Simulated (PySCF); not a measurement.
One formula, C6H10N2, several structures.

PySCF, CAM-B3LYP/def2-SVPD, density fitting, gas phase; each molecule at its own GFN2-xTB geometry, one conformer. Singlet excitations by full TDDFT with frozen cores and triplets by Tamm–Dancoff TDDFT. 

Torsions of the conformers computed, which needn't be the lowest (atom-mapped SMILES):
- `[CH2:1]=[CH:2]/[C:3]([CH2:4][CH3:5])=[N:6]\[N:7]=[CH2:8]`: C1–C2–C3–C4 167°, C2–C3–C4–C5 -72°, C3–N6–N7–C8 -107°
- `[CH3:1][CH:2]([CH3:3])[c:4]1[n:5][cH:6][cH:7][nH:8]1`: C1–C2–C4–N5 118°
- `[CH2:1]=[CH:2]/[C:3]([CH3:4])=[N:5]/[N:6]=[CH:7]\[CH3:8]`: C1–C2–C3–C4 1°, C3–N5–N6–C7 -103°
- `[CH:1]#[C:2][CH2:3][NH:4][N:5]=[C:6]([CH3:7])[CH3:8]`: C2–C3–N4–N5 -89°, C3–N4–N5–C6 158°
- `[CH3:1][CH2:2][c:3]1[cH:4][n:5]([CH3:6])[cH:7][n:8]1`: C1–C2–C3–C4 91°

Reference: `C=C/C(CC)=N\N=C`, with HOMO energy -7.73 eV, LUMO energy -0.12 eV, lowest singlet excitation 4.34 eV, lowest triplet excitation 2.95 eV, mean polarisability 95.6 au and dipole moment 1.55 D.

Changes against it:

| molecule | Δ electronic energy (kcal/mol) | Δ HOMO energy (eV) | Δ LUMO energy (eV) | Δ lowest singlet excitation (eV) | Δ lowest triplet excitation (eV) | Δ mean polarisability (au) | Δ dipole moment (D) |
| --- | --- | --- | --- | --- | --- | --- | --- |
| C#CCNN=C(C)C | +11.4 | +0.28 | +1.34 | +1.46 | +1.07 | -6.1 | +0.25 |
| CCc1cn(C)cn1 | -62.2 | +0.13 | +1.27 | +1.74 | +1.49 | -12.0 | +2.28 |

Rows whose labels were lost:

| row | Δ electronic energy (kcal/mol) | Δ HOMO energy (eV) | Δ LUMO energy (eV) | Δ lowest singlet excitation (eV) | Δ lowest triplet excitation (eV) | Δ mean polarisability (au) | Δ dipole moment (D) |
| --- | --- | --- | --- | --- | --- | --- | --- |
| P | -66.7 | +0.06 | +1.14 | +1.59 | +1.55 | -13.5 | +1.95 |
| Q | -10.2 | +0.18 | +0.26 | +0.24 | +0.10 | +5.3 | +0.64 |

Q: Which row belongs to which of `CC(C)c1ncc[nH]1` and `C=C/C(C)=N/N=C\C`?

A: P = `CC(C)c1ncc[nH]1` and Q = `C=C/C(C)=N/N=C\C`. P and Q are told apart most clearly by the electronic energy (-66.7 against -10.2 kcal/mol); P comes close to the labelled row of `CCc1cn(C)cn1` in every column.
